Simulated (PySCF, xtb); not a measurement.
In(NCO)(OH)2 (CH2InNO3), SMILES O=C=[N][In]([OH])[OH]. The values are those of a single conformer.

Harmonic wavenumbers (cm⁻¹) from GFN2-xTB (xtb) at its own minimum, in rising order: 33, 49, 114, 115, 129, 210, 269, 334, 437, 480, 509, 539, 699, 761, 1428, 2455, 3584, 3598.

### Question
What does B3LYP-D3(BJ)/def2-SVP in PySCF give at its own minimum? (An estimate is asked for; the answer gives what the named calculation found.)

### Answer
35, 42, 113, 130, 135, 259, 289, 401, 594, 615, 627, 638, 841, 873, 1430, 2371, 3811, 3812. Paired by order, the mean absolute difference is 81 cm⁻¹ and the zero-point energies are 22.5 and 24.3 kcal/mol.
